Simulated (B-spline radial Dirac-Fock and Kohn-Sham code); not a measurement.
**Two-hole binding energies of Eu²⁺**

System: europium as Eu²⁺ in the configuration 1s2 2s2 2p6 3s2 3p6 3d10 4s2 4p6 4d10 4f7 5s2 5p6.

Model: Dirac-Fock (average of configuration) total-energy differences with a finite nucleus, the Breit interaction including its frequency dependence, and self-energy and vacuum-polarisation corrections. Program: a radial finite-basis atomic code. U is the two-hole binding energy less the two single-hole energies, the effective repulsion of the holes after relaxation. Each two-hole energy is an average over J within one jj subconfiguration.

```tsv
holes	E(a) (eV)	E(b) (eV)	E(ab) (eV)	U (eV)
1s⁻²	48535.5	48535.5	98166.2	1095.1
1s⁻¹ 2p1/2⁻¹	48535.5	7635.8	56487.4	316.1
1s⁻¹ 3p1/2⁻¹	48535.5	1635.0	50263.0	92.4
1s⁻¹ 3d3/2⁻¹	48535.5	1179.0	49793.5	79.0
2s⁻¹ 2p1/2⁻¹	8075.9	7635.8	15877.0	165.3
2p1/2⁻²	7635.8	7635.8	?	?
2s⁻¹ 2p3/2⁻¹	8075.9	6995.4	15228.8	157.5
2p1/2⁻¹ 3s⁻¹	7635.8	1824.1	9530.0	70.0
2s⁻¹ 3d3/2⁻¹	8075.9	1179.0	9332.0	77.1
2p1/2⁻¹ 3d3/2⁻¹	7635.8	1179.0	8890.4	75.6
2p3/2⁻¹ 3p1/2⁻¹	6995.4	1635.0	8705.5	75.1
3p1/2⁻²	1635.0	1635.0	3326.2	56.2
4d3/2⁻²	163.5	163.5	348.9	21.9
5p3/2⁻²	40.70	40.70	94.26	12.9
```

Problem. Give the missing two-hole energy and U.

Solution. E(ab) = 15494.4 eV and U = 222.7 eV.

Values without a named source are computed, but for edge energies of neutral atoms, which are taken from tables.
